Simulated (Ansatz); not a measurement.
```yaml
crystal:
  periodic: [false, false, false]
  atoms:
    - {symbol: C, position_ang: [-1.672712, 0.288216, 1.634890]}
    - {symbol: Al, position_ang: [-0.537962, -0.265188, 0.144646]}
    - {symbol: O, position_ang: [0.981443, 0.628430, -0.155380]}
    - {symbol: Se, position_ang: [-0.369652, -1.833783, -1.476936]}
    - {symbol: Ga, position_ang: [1.677846, -0.441700, -1.811115]}
    - {symbol: H, position_ang: [-2.037483, 1.313087, 1.488265]}
    - {symbol: H, position_ang: [-1.126585, 0.155626, 2.601146]}
    - {symbol: H, position_ang: [-2.567167, -0.403898, 1.670227]}
    - {symbol: H, position_ang: [1.347742, 1.346335, 0.277816]}
    - {symbol: H, position_ang: [1.560447, 0.495474, -2.984852]}
    - {symbol: H, position_ang: [2.936764, -1.192534, -1.314706]}
basis:
  gaussian: {orbitals: "6-311G**"}
hamiltonian: {xc: {name: HF}}
correlation: {method: ccsd, electrons: all}
scf: {lower_state_search: light}
```

```sh
$ ansatz run in.yaml --threads 2 --pin off --events-out ev --progress --plain --max-ram 32768MiB --backend cpu
```

Q: How does Ansatz answer? (Estimate.)

A: Computed: The input was rejected before any iteration.
```
Error: <dir> can't be read: No such file or directory (os error 2)
```
